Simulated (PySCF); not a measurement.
Compound: C5H11N3Si.
Bonds: C1–C2, C2–N3 (aromatic), N3–C4 (aromatic), C4–N5 (aromatic), N5–N6 (aromatic), N6–Si7, Si7–C8, Si7–C9, C2–N6 (aromatic). Hydrogens: H10, H11, H12 on C1; H13 on C4; H14 on Si7; H15, H16, H17 on C8; H18, H19, H20 on C9.

The same species was optimised twice, with GFN2-xTB and with PBE0-D3(BJ)/def2-SVP (PySCF), and the same property calculations (PySCF, gas phase) were run on both structures.

```json
{"coordinate": "Si7–C9 (Å)", "GFN2-xTB": "1.897", "PBE0-D3(BJ)/def2-SVP": "1.864", "change": "-0.033"}
{"coordinate": "Si7–C8 (Å)", "GFN2-xTB": "1.893", "PBE0-D3(BJ)/def2-SVP": "1.863", "change": "-0.030"}
{"coordinate": "N6–Si7 (Å)", "GFN2-xTB": "1.769", "PBE0-D3(BJ)/def2-SVP": "1.799", "change": "+0.030"}
{"coordinate": "C4–N5 (Å)", "GFN2-xTB": "1.305", "PBE0-D3(BJ)/def2-SVP": "1.315", "change": "+0.010"}
{"coordinate": "C1–C2 (Å)", "GFN2-xTB": "1.480", "PBE0-D3(BJ)/def2-SVP": "1.487", "change": "+0.007"}
{"coordinate": "C2–N6 (Å)", "GFN2-xTB": "1.354", "PBE0-D3(BJ)/def2-SVP": "1.361", "change": "+0.007"}
{"coordinate": "C2–N3 (Å)", "GFN2-xTB": "1.313", "PBE0-D3(BJ)/def2-SVP": "1.319", "change": "+0.006"}
{"coordinate": "N3–C4 (Å)", "GFN2-xTB": "1.350", "PBE0-D3(BJ)/def2-SVP": "1.355", "change": "+0.005"}
{"coordinate": "N5–N6 (Å)", "GFN2-xTB": "1.354", "PBE0-D3(BJ)/def2-SVP": "1.356", "change": "+0.002"}
{"coordinate": "C4–N5–N6 (°)", "GFN2-xTB": "104.4", "PBE0-D3(BJ)/def2-SVP": "103.2", "change": "-1.2"}
{"coordinate": "C2–N6–N5 (°)", "GFN2-xTB": "107.8", "PBE0-D3(BJ)/def2-SVP": "108.9", "change": "+1.1"}
{"coordinate": "N3–C4–N5 (°)", "GFN2-xTB": "113.9", "PBE0-D3(BJ)/def2-SVP": "114.7", "change": "+0.8"}
{"coordinate": "N6–Si7–C8 (°)", "GFN2-xTB": "106.4", "PBE0-D3(BJ)/def2-SVP": "107.3", "change": "+0.9"}
{"coordinate": "C8–Si7–C9 (°)", "GFN2-xTB": "112.8", "PBE0-D3(BJ)/def2-SVP": "113.4", "change": "+0.6"}
{"coordinate": "N5–N6–Si7 (°)", "GFN2-xTB": "116.5", "PBE0-D3(BJ)/def2-SVP": "115.9", "change": "-0.6"}
{"coordinate": "C2–N6–Si7 (°)", "GFN2-xTB": "135.7", "PBE0-D3(BJ)/def2-SVP": "135.1", "change": "-0.6"}
{"coordinate": "N3–C2–N6 (°)", "GFN2-xTB": "110.3", "PBE0-D3(BJ)/def2-SVP": "109.8", "change": "-0.5"}
{"coordinate": "N5–N6–Si7–C8 (°)", "GFN2-xTB": "-49", "PBE0-D3(BJ)/def2-SVP": "-59", "change": "-10"}
```

Rotational constants: A = 2181, B = 1030, C = 895.0 MHz (GFN2-xTB) against A = 2190, B = 1010, C = 890.6 MHz (PBE0-D3(BJ)/def2-SVP).

On the GFN2-xTB structure: HOMO (eV) -7.37 [PBE0/pcSseg-1]; LUMO (eV) 0.07 [PBE0/pcSseg-1]; dipole (D) 3.21 [PBE0/pcSseg-1]; GIAO shielding of C1 (ppm) 171.4 [PBE0/pcSseg-1]; GIAO shielding of C2 (ppm) 24.2 [PBE0/pcSseg-1]; GIAO shielding of N3 (ppm) -27.0 [PBE0/pcSseg-1]; GIAO shielding of C4 (ppm) 28.8 [PBE0/pcSseg-1]; GIAO shielding of N5 (ppm) -69.1 [PBE0/pcSseg-1]; GIAO shielding of N6 (ppm) 30.9 [PBE0/pcSseg-1]; GIAO shielding of Si7 (ppm) 358.8 [PBE0/pcSseg-1]; GIAO shielding of C8/C9 (mean) (ppm) 187.8 [PBE0/pcSseg-1].

What do these properties become on the PBE0-D3(BJ)/def2-SVP structure?

```csv
property,level,on GFN2-xTB,on PBE0-D3(BJ)/def2-SVP,change
HOMO (eV),PBE0/pcSseg-1,-7.37,-7.33,+0.04
LUMO (eV),PBE0/pcSseg-1,0.07,0.06,-0.01
dipole (D),PBE0/pcSseg-1,3.21,3.31,+0.10
"energy, GFN2-xTB geometry as zero (kcal/mol)",PBE0/pcSseg-1,0.0,-1.6,-1.6
GIAO shielding of C1 (ppm),PBE0/pcSseg-1,171.4,169.4,-2.0
GIAO shielding of C2 (ppm),PBE0/pcSseg-1,24.2,22.8,-1.4
GIAO shielding of N3 (ppm),PBE0/pcSseg-1,-27.0,-28.9,-1.9
GIAO shielding of C4 (ppm),PBE0/pcSseg-1,28.8,26.1,-2.7
GIAO shielding of N5 (ppm),PBE0/pcSseg-1,-69.1,-68.9,+0.2
GIAO shielding of N6 (ppm),PBE0/pcSseg-1,30.9,24.8,-6.1
GIAO shielding of Si7 (ppm),PBE0/pcSseg-1,358.8,355.1,-3.7
GIAO shielding of C8/C9 (mean) (ppm),PBE0/pcSseg-1,187.8,186.3,-1.5
```

The heavy atoms differ by 0.105 Å rms after alignment. Among bonds between heavy atoms Si7–C9 changes most (-0.033 Å). Changes are differences of the printed values. Neither structure is proved a minimum here.

Conformer computed: `[CH3:1][c:2]1[n:3][cH:4][n:5][n:6]1[SiH:7]([CH3:8])[CH3:9]`: N5–N6–Si7–C8 -59°.
